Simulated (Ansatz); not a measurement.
`C[SiH](C)[AlH2]` + `BN` → `B[NH][AlH2]` + `C[SiH2]C` at 400 K and 1 bar (cleavage of the Al–Si bond).

Computed with Ansatz on PBE0-D4/def2-TZVP structures; ΔE is electronic, products minus reactants. CCSD(T)/CBS is the MP2 limit (def2-TZVPP, def2-QZVPP) plus CCSD(T) − MP2 in def2-TZVPP, frozen cores. This one scheme is used for every species.

```
          species  CCSD(T)/CBS energy (Eh)  H − E (kJ/mol)  S (J/(mol·K))
`C[SiH](C)[AlH2]`               -612.61135           289.8          414.2
             `BN`                -81.93499           142.5          243.5
    `B[NH][AlH2]`               -324.56557           160.0          314.9
       `C[SiH2]C`               -370.01595           264.2          327.2
```

H − E and S are ideal-gas, rigid-rotor, harmonic terms from PBE0-D4/def2-TZVP. 1 Eh = 2625.50 kJ/mol, R = 8.31446 J/(mol·K).

Problem. By hand: ΔE, ΔH, ΔS and ΔG.

Solution. ΔE = (-324.56557) + (-370.01595) − (-612.61135) − (-81.93499) = -0.03518 Eh = -92.4 kJ/mol. Δ(H − E) = 160.0 + 264.2 − 289.8 − 142.5 = -8.1, so ΔH = -100.5 kJ/mol. ΔS = 314.9 + 327.2 − 414.2 − 243.5 = -15.6 J/(mol·K). ΔG = -100.5 − 400 × (-15.6)/1000 = -94.3 kJ/mol.

Problem. By hand: the equilibrium constant, and the temperature at which ΔG would vanish if ΔH and ΔS stayed fixed.

Solution. log₁₀ K = −ΔG/(RT ln 10) = 12.3. ΔG = 0 at ΔH/ΔS = 6442 K, far beyond where these terms or the molecules hold.

ΔH outweighs TΔS. A doubt of 5 kJ/mol in ΔE shifts log₁₀ K by 0.7 here. Modes under 60 cm⁻¹, often nearly free rotors, make the harmonic entropy too high. These are equilibria of isolated gas molecules and say nothing of rates. Largest T1 diagnostic: 0.012 (customary marks: 0.02 for closed shells, 0.045 for open ones).
